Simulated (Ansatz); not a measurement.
Total energies of `Sc1ccc(-c2ccc(-c3ccc(S)cc3)cc2)cc1` from Ansatz at PBE0-D4/def2-TZVP, gas phase (1 Eh = 27.2114 eV = 2625.5 kJ/mol). The reference geometry is relaxed at PBE-D4/def2-SVP.

```xyz
34

S     3.727    6.541    0.424
C     2.814    5.021    0.369
C     3.369    3.943   -0.355
C     2.693    2.724   -0.436
C     1.445    2.524    0.198
C     0.731    1.230    0.107
C     0.813    0.425   -1.052
C     0.137   -0.795   -1.139
C    -0.656   -1.274   -0.071
C    -1.376   -2.565   -0.165
C    -1.899   -3.027   -1.394
C    -2.583   -4.243   -1.489
C    -2.767   -5.048   -0.346
S    -3.623   -6.602   -0.374
C    -2.251   -4.602    0.889
C    -1.571   -3.383    0.971
C    -0.736   -0.470    1.089
C    -0.060    0.750    1.176
C     0.903    3.612    0.919
C     1.569    4.839    1.005
H     2.839    7.224    1.198
H     4.345    4.061   -0.850
H     3.161    1.892   -0.984
H     1.405    0.773   -1.912
H     0.240   -1.402   -2.051
H    -1.792   -2.406   -2.296
H    -2.987   -4.563   -2.461
H    -3.904   -6.597   -1.707
H    -2.375   -5.220    1.791
H    -1.155   -3.072    1.941
H    -1.357   -0.801    1.935
H    -0.132    1.338    2.103
H    -0.079    3.507    1.403
H     1.110    5.668    1.565
```

```
                state                    geometry  energy (Eh)
     charge 0 singlet                   reference  -1489.93896
     charge 1 doublet                   reference  -1489.68011
    charge -1 doublet                   reference  -1489.95278
    charge -1 doublet  relaxed at PBE-D4/def2-SVP  -1489.96514
free S atom (triplet)                           –   -397.97371
free C atom (triplet)                           –    -37.80537
free H atom (doublet)                           –     -0.50104
```

Single mean-field runs in def2-TZVP are fitted with def2-universal-jkfit.

(1) Work out the vertical ionisation energy to the doublet.

(2) Work out the vertical electron affinity, to the doublet.

(3) Give the fundamental gap IE − EA, the Mulliken electronegativity (IE + EA)/2 and the hardness (IE − EA)/2.

(4) How much does the charge -1 doublet relax, and what is the adiabatic electron affinity?

(5) What is the binding energy per atom against free atoms?

(1) E(charge 1 doublet) − E(charge 0 singlet) = -1489.68011 − (-1489.93896) = 0.25885 Eh = 7.04 eV. For comparison, −ε of the highest occupied level is 5.87 eV at this level, 1.17 eV less.

(2) E(charge 0 singlet) − E(charge -1 doublet) = -1489.93896 − (-1489.95278) = 0.01382 Eh = 0.38 eV. The basis lacks diffuse functions, which makes affinities too small.

(3) From the values in Eh: IE − EA = 0.25885 − 0.01382 = 0.24503 Eh = 6.67 eV; (IE + EA)/2 = 3.71 eV; (IE − EA)/2 = 3.33 eV. The HOMO–LUMO gap of the same run is 4.39 eV, 2.28 eV smaller than the fundamental gap.

(4) Relaxation: -1489.95278 − (-1489.96514) = 0.01236 Eh = 0.34 eV. Adiabatic electron affinity: 0.02618 Eh = 0.71 eV, without zero-point energy. 

(5) Atoms: 2 × (-397.97371) + 18 × (-37.80537) + 14 × (-0.50104) = -1483.45864 Eh. Binding: -1483.45864 − (-1489.93896) = 6.48032 Eh = 176.34 eV, or 5.19 eV for each of 34 atoms (no zero-point energy, no counterpoise term).

At PBE0-D4/def2-TZVP the highest occupied level of the charge -1 doublet lies above zero (up to 0.81 eV). By energy differences its removal costs 0.38 eV (vertical, to the charge 0 singlet, at PBE0-D4/def2-TZVP); self-interaction error and the lack of diffuse functions both raise the level. At PBE0-D4/def2-TZVP the highest occupied level of the relaxed charge -1 doublet lies above zero (up to 0.02 eV). By energy differences its removal costs 0.71 eV (each at its own geometry, to the charge 0 singlet, at PBE0-D4/def2-TZVP); self-interaction error and the lack of diffuse functions both raise the level.
